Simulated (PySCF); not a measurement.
**Calculated NMR parameters of CC(=O)OC1=CC=C[SiH2]1**

* Formula: C6H8O2Si
* SMILES: CC(=O)OC1=CC=C[SiH2]1
* Point group of the computed structure: Cs
* Degrees of unsaturation: 4
* Carbon signals: 6
* Proton signals: 5

Molfile (atoms numbered from 1):
```
C6H8O2Si
     RDKit          3D

 17 17  0  0  0  0  0  0  0  0999 V2000
    3.1663   -0.6471   -0.3014 C   0  0  0  0  0  0  0  0  0  0  0  0
    1.6793   -0.6748   -0.0909 C   0  0  0  0  0  0  0  0  0  0  0  0
    1.0476   -1.6687    0.2028 O   0  0  0  0  0  0  0  0  0  0  0  0
    1.1229    0.5162   -0.2618 O   0  0  0  0  0  0  0  0  0  0  0  0
   -0.2409    0.5537   -0.0824 C   0  0  0  0  0  0  0  0  0  0  0  0
   -0.9822    1.6595   -0.2104 C   0  0  0  0  0  0  0  0  0  0  0  0
   -2.3989    1.4445    0.0289 C   0  0  0  0  0  0  0  0  0  0  0  0
   -2.7742    0.1971    0.3401 C   0  0  0  0  0  0  0  0  0  0  0  0
   -1.2747   -0.9666    0.3760 Si  0  0  0  0  0  4  0  0  0  0  0  0
    3.5761   -1.6406   -0.1500 H   0  0  0  0  0  0  0  0  0  0  0  0
    3.6190    0.0533    0.3970 H   0  0  0  0  0  0  0  0  0  0  0  0
    3.3835   -0.3043   -1.3107 H   0  0  0  0  0  0  0  0  0  0  0  0
   -0.5994    2.6362   -0.4663 H   0  0  0  0  0  0  0  0  0  0  0  0
   -3.0736    2.2858   -0.0538 H   0  0  0  0  0  0  0  0  0  0  0  0
   -3.8066   -0.0437    0.5316 H   0  0  0  0  0  0  0  0  0  0  0  0
   -1.0585   -1.4413    1.7368 H   0  0  0  0  0  0  0  0  0  0  0  0
   -1.3927   -1.9473   -0.6955 H   0  0  0  0  0  0  0  0  0  0  0  0
  1  2  1  0
  2  3  2  0
  2  4  1  0
  4  5  1  0
  5  6  2  0
  6  7  1  0
  7  8  2  0
  8  9  1  0
  9  5  1  0
  1 10  1  0
  1 11  1  0
  1 12  1  0
  6 13  1  0
  7 14  1  0
  8 15  1  0
  9 16  1  0
  9 17  1  0
M  END
```

All values are calculated (PySCF): GFN2-xTB geometry, shielding tensors at PBE0/pcSseg-1 (GIAO). Non-relativistic, averaged over atoms made equivalent by symmetry, fast rotation or ring inversion, isolated molecule, single conformer.

δ = σ(ref) − σ, references computed at the same level: 1H (σref 31.72), 13C (σref 186.93), 29Si (σref 349.16) vs TMS; 17O (σref 336.08) against H2O.

| carbon | δC, type | δH (multiplicity) | HMBC from (2–3 bonds) | span of the C tensor (ppm) |
| --- | --- | --- | --- | --- |
| C1 | 22.9, CH3 | 2.31 (s) | – | 50 |
| C2 | 178.3, C | – | H10/H11/H12 | 164 |
| C5 | 159.8, C | – | H14, H13, H15, H16/H17 | 175 |
| C6 | 129.1, CH | 6.71 (d) | H14, H15, H16/H17 | 191 |
| C7 | 148.2, CH | 7.15 (m) | H13, H15, H16/H17 | 232 |
| C8 | 138.6, CH | 6.18 (m) | H14, H13, H16/H17 | 238 |

Other nuclei:
```tsv
atoms	nucleus	environment	δ (ppm)	σ (ppm)
H16/H17	1H	hydrogen on a silicon bonded to 2 C, in a 5-membered ring	4.81	26.91
Si9	29Si	silicon bonded to 2 C, 2 H, in a 5-membered ring	-67.3	416.5
O3	17O	ester carbonyl oxygen	431.4	-95.3
O4	17O	ester alkoxy oxygen	265.4	70.7
```

- Carbon types of the structure: 2 × C, 3 × CH, 1 × CH3, leaving 2 H on heteroatoms.
- δC 178.3: ester carbonyl carbon; lone-pair donation from the attached heteroatom keeps it upfield of a ketone carbonyl.
- δC 159.8: alkene carbon bearing oxygen; an sp2 carbon further deshielded by the attached heteroatom.
- δC 148.2, 138.6: alkene CH; as expected for a trigonal carbon in a double bond.
- δC 129.1: β carbon of an enol-ether or enamine type C=C.
- δH 2.31: hydrogen on a methyl carbon α to a carbonyl; α to C=O.

Shifts are as computed. Against solution values, carbons near 30 ppm lie about +3 ppm off and those near 130 ppm about +5 ppm. Of 1211 compounds with measured shifts, 218 miss one by over three times the rms of a fit or turn the order of signals round; such compounds aren't used in these exercises. Unscaled 17O shifts of doubly bonded oxygen tend to come out too high, by tens of ppm or more. Experimental scales use liquid or dissolved standards, which lie at an offset from isolated H2O (liquid H2O: subtract about 36 ppm). Multiplicities follow the n + 1 count of equivalent neighbours, as no J values were calculated; m marks all less simple cases, F and P coupling included.
